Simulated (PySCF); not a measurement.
**r2SCAN0 on Se (selenium, neutral)**

Configuration: [Ar] 3d10 4s1 4p4 5s1, high-spin 5P determinant (an excited configuration). Calculation: PySCF 2.14, in aug-cc-pwCVTZ-PP with ECP10MDF; scalar relativity through the core potential.

* Total energy: -372.3847 hartree
* One-electron energy: -650.1394 hartree
* Hartree (Coulomb) energy: 306.4277 hartree
* Exchange-correlation energy: -28.6730 hartree
* ⟨S²⟩: 6.0075
* ⟨L²⟩: 2.036
* Sum of ⟨r⟩: 26.31 bohr
* Sum of ⟨r²⟩: 61.60 bohr²
* Traceless quadrupole moment −½Σ⟨3z² − r²⟩ along its main axis: -0.998 e·bohr²

| shell | electrons | mean orbital energy (hartree) | spread (hartree) | rms radius, mean of both spins (bohr) |
| --- | --- | --- | --- | --- |
| 3s α | 1 | -8.26071 | 0 | 0.617 |
| 3s β | 1 | -8.23904 | 0 | 0.617 |
| 3p α | 3 | -6.28430 | 0.01870 | 0.639 |
| 3p β | 3 | -6.26534 | 0.00939 | 0.639 |
| 3d α | 5 | -2.40726 | 0.01877 | 0.692 |
| 3d β | 5 | -2.38485 | 0.00965 | 0.692 |
| 4s α | 1 | -0.98248 | 0 | 1.85 |
| 4p α | 3 | -0.50036 | 0.05216 | 2.29 |
| 4p β | 1 | -0.37349 | 0 | 2.29 |
| 5s α | 1 | -0.09120 | 0 | 5.41 |

Energies and moments cover only the electrons outside the core potential. The outer electron is Rydberg-like, and this basis confines it to a smaller radius and binds it less than a complete one would.
